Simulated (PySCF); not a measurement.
# Spinor energies of Dy³⁺ (dysprosium, charge +3)

Start: [Xe] 4f9; 4f5/2 filled at m_j = -5/2, -3/2, -1/2, +1/2, +3/2, +5/2; 4f7/2 filled at m_j = +3/2, +5/2, +7/2. Calculated with PySCF 2.14 in x2c-SVPall-2c (7s10p9d3f1g, 112 functions): generalised Hartree-Fock with the X2C-1e Hamiltonian and a Gaussian nucleus; one run each with spin-orbit coupling (SO) switched off, then screened by Boettger's factors.

```json
{"spinor shell": "1s1/2", "electrons": "2", "ε, spin-free (eV)": "-54089.2", "ε, screened SO (eV)": "-54078.0", "weight of nominal j (screened SO)": "1.000", "rms radius, screened SO (bohr)": "0.0240"}
{"spinor shell": "2s1/2", "electrons": "2", "ε, spin-free (eV)": "-9159.6", "ε, screened SO (eV)": "-9156.2", "weight of nominal j (screened SO)": "1.000", "rms radius, screened SO (bohr)": "0.0971"}
{"spinor shell": "2p1/2", "electrons": "2", "ε, spin-free (eV)": "-8127.2", "ε, screened SO (eV)": "-8692.8", "weight of nominal j (screened SO)": "1.000", "rms radius, screened SO (bohr)": "0.0830"}
{"spinor shell": "2p3/2", "electrons": "4", "ε, spin-free (eV)": "-8127.2", "ε, screened SO (eV)": "-7887.2", "weight of nominal j (screened SO)": "1.000", "rms radius, screened SO (bohr)": "0.0896"}
{"spinor shell": "3s1/2", "electrons": "2", "ε, spin-free (eV)": "-2117.9", "ε, screened SO (eV)": "-2116.7", "weight of nominal j (screened SO)": "1.000", "rms radius, screened SO (bohr)": "0.250"}
{"spinor shell": "3p1/2", "electrons": "2", "ε, spin-free (eV)": "-1794.6", "ε, screened SO (eV)": "-1914.4", "weight of nominal j (screened SO)": "1.000", "rms radius, screened SO (bohr)": "0.241"}
{"spinor shell": "3p3/2", "electrons": "4", "ε, spin-free (eV)": "-1794.6", "ε, screened SO (eV)": "-1742.9", "weight of nominal j (screened SO)": "1.000", "rms radius, screened SO (bohr)": "0.255"}
{"spinor shell": "3d3/2", "electrons": "4", "ε, spin-free (eV)": "-1376.8", "ε, screened SO (eV)": "-1399.0", "weight of nominal j (screened SO)": "0.998", "rms radius, screened SO (bohr)": "0.228"}
{"spinor shell": "3d5/2", "electrons": "6", "ε, spin-free (eV)": "-1376.8", "ε, screened SO (eV)": "-1360.9", "weight of nominal j (screened SO)": "0.998", "rms radius, screened SO (bohr)": "0.231"}
{"spinor shell": "4s1/2", "electrons": "2", "ε, spin-free (eV)": "-470.53", "ε, screened SO (eV)": "-470.17", "weight of nominal j (screened SO)": "1.000", "rms radius, screened SO (bohr)": "0.563"}
{"spinor shell": "4p1/2", "electrons": "2", "ε, spin-free (eV)": "-361.35", "ε, screened SO (eV)": "-389.80", "weight of nominal j (screened SO)": "0.987", "rms radius, screened SO (bohr)": "0.578"}
{"spinor shell": "4p3/2", "electrons": "4", "ε, spin-free (eV)": "-361.35", "ε, screened SO (eV)": "-348.89", "weight of nominal j (screened SO)": "0.993", "rms radius, screened SO (bohr)": "0.608"}
{"spinor shell": "4d3/2", "electrons": "4", "ε, spin-free (eV)": "-209.22", "ε, screened SO (eV)": "-218.00", "weight of nominal j (screened SO)": "0.800", "rms radius, screened SO (bohr)": "0.652"}
{"spinor shell": "4d5/2", "electrons": "6", "ε, spin-free (eV)": "-209.22", "ε, screened SO (eV)": "-203.07", "weight of nominal j (screened SO)": "0.867", "rms radius, screened SO (bohr)": "0.660"}
{"spinor shell": "5s1/2", "electrons": "2", "ε, spin-free (eV)": "-89.499", "ε, screened SO (eV)": "-89.436", "weight of nominal j (screened SO)": "1.000", "rms radius, screened SO (bohr)": "1.38"}
{"spinor shell": "5p1/2", "electrons": "2", "ε, spin-free (eV)": "-60.055", "ε, screened SO (eV)": "-64.365", "weight of nominal j (screened SO)": "0.956", "rms radius, screened SO (bohr)": "1.52"}
{"spinor shell": "4f5/2", "electrons": "6", "ε, spin-free (eV)": "-47.658", "ε, screened SO (eV)": "-47.254", "weight of nominal j (screened SO)": "0.726", "rms radius, screened SO (bohr)": "0.879"}
{"spinor shell": "4f7/2", "electrons": "3", "ε, spin-free (eV)": "-47.658", "ε, screened SO (eV)": "-48.245", "weight of nominal j (screened SO)": "0.802", "rms radius, screened SO (bohr)": "0.873"}
```

(1) Where does 5p3/2 lie, and what is the 5p spin-orbit splitting (screened SO)?

```tsv
quantity	spin-free	screened SO
E (hartree)	-12146.82939	-12155.75665
M_J	15/2	15/2
⟨J²⟩	63.761	63.769
⟨L²⟩	30.006	30.657
⟨S²⟩	8.755	8.597
```

Each row is a mean over spinors that exchange with the open shell spreads, by up to 16.270 eV (4d5/2).

Rows whose weight is well below 1 are mixtures of j = l ± 1/2: exchange outweighs spin-orbit coupling there, and the label is only the starting occupation.

Breit and QED terms are absent; they matter most for the inner s and p1/2 levels.

Densities and radii are taken from the X2C orbitals without a picture-change correction, which distorts them close to the nucleus.

Without spin-orbit coupling the j labels of p, d and f shells carry no meaning; the spin-free column gives the mean over the occupied spinors of each nl shell.

Results:

(1) At -58.172 eV, 6.194 eV above 5p1/2.
